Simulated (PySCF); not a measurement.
Compound: Si(vinyl)3(pyrrolidide), C10H17NSi.
Bonds: Si1–C2, Si1–C7, Si1–C12, Si1–N17, C2–C3, C7–C8, C12–C13, N17–C18, N17–C21, C18–C19, C19–C20, C20–C21. Hydrogens: H4 on C2; H5, H6 on C3; H9 on C7; H10, H11 on C8; H14 on C12; H15, H16 on C13; H22, H23 on C18; H24, H25 on C19; H26, H27 on C20; H28, H29 on C21.

Computed by this run: PBE0-D3(BJ)/def2-SVP geometry optimisation, gas phase (PySCF 2.14.0); density fitting, grid level 1; the optimiser is geomeTRIC in internal coordinates, started from a GFN2-xTB structure with every atom displaced at random (about 0.03 Å).

At the end of the run (lengths in Å): Si1–C12 1.872, C8–H11 1.096, C2–H4 1.099, C18–H23 1.109, C7–H9 1.099, C20–H27 1.100, Si1–N17 1.736, Si1–N17–C18 126.3°, C12–Si1–N17 108.3°, C18–N17–C21 111.2°, Si1–C7–C8 124.1°, C7–Si1–C2–C3 -131°, C2–Si1–C7–C8 11°, C2–Si1–C12–C13 109°, H9–C7–Si1–C2 -172°, H4–C2–Si1–C7 51°.

Problem. These geometries were met on the way; a selection of coordinates is given. Order them by energy above the end point, lowest first.
A. Si1–C12 1.874, C8–H11 1.099, C2–H4 1.100, C18–H23 1.110, C7–H9 1.101, C20–H27 1.101, Si1–N17 1.733, Si1–N17–C18 126.5°, C12–Si1–N17 107.2°, C18–N17–C21 110.6°, Si1–C7–C8 124.4°, C7–Si1–C2–C3 -152°, C2–Si1–C7–C8 -48°, C2–Si1–C12–C13 111°, H9–C7–Si1–C2 133°, H4–C2–Si1–C7 28°
B. Si1–C12 1.969, C8–H11 1.000, C2–H4 1.184, C18–H23 1.031, C7–H9 1.023, C20–H27 1.173, Si1–N17 1.664, Si1–N17–C18 130.9°, C12–Si1–N17 104.1°, C18–N17–C21 107.1°, Si1–C7–C8 126.4°, C7–Si1–C2–C3 -155°, C2–Si1–C7–C8 -46°, C2–Si1–C12–C13 111°, H9–C7–Si1–C2 133°, H4–C2–Si1–C7 21°
C. Si1–C12 1.875, C8–H11 1.099, C2–H4 1.099, C18–H23 1.107, C7–H9 1.102, C20–H27 1.100, Si1–N17 1.735, Si1–N17–C18 125.8°, C12–Si1–N17 108.7°, C18–N17–C21 110.9°, Si1–C7–C8 125.5°, C7–Si1–C2–C3 -124°, C2–Si1–C7–C8 -4°, C2–Si1–C12–C13 123°, H9–C7–Si1–C2 176°, H4–C2–Si1–C7 57°
D. Si1–C12 1.872, C8–H11 1.096, C2–H4 1.098, C18–H23 1.108, C7–H9 1.098, C20–H27 1.100, Si1–N17 1.737, Si1–N17–C18 125.7°, C12–Si1–N17 108.6°, C18–N17–C21 111.3°, Si1–C7–C8 124.7°, C7–Si1–C2–C3 -130°, C2–Si1–C7–C8 9°, C2–Si1–C12–C13 109°, H9–C7–Si1–C2 -173°, H4–C2–Si1–C7 53°
E. Si1–C12 1.895, C8–H11 1.089, C2–H4 1.103, C18–H23 1.098, C7–H9 1.095, C20–H27 1.105, Si1–N17 1.712, Si1–N17–C18 123.9°, C12–Si1–N17 105.6°, C18–N17–C21 111.7°, Si1–C7–C8 122.5°, C7–Si1–C2–C3 -155°, C2–Si1–C7–C8 -47°, C2–Si1–C12–C13 110°, H9–C7–Si1–C2 133°, H4–C2–Si1–C7 23°

Solution. D (0.006 eV), C (0.030 eV), A (0.066 eV), E (0.244 eV), B (1.589 eV).

| step | E above end (eV) | rms distance from the end, all atoms (Å) | largest force (eV/Å) | rms shift of all bonds from the end (Å) |
| --- | --- | --- | --- | --- |
| 13 | 0.006 | 0.052 | 0.152 | 0.001 |
| 11 | 0.030 | 0.177 | 0.201 | 0.002 |
| 3 | 0.066 | 0.549 | 0.209 | 0.002 |
| 1 | 0.244 | 0.580 | 1.025 | 0.008 |
| 0 | 1.589 | 0.557 | 5.137 | 0.051 |

Rows stand in the order of the answer.
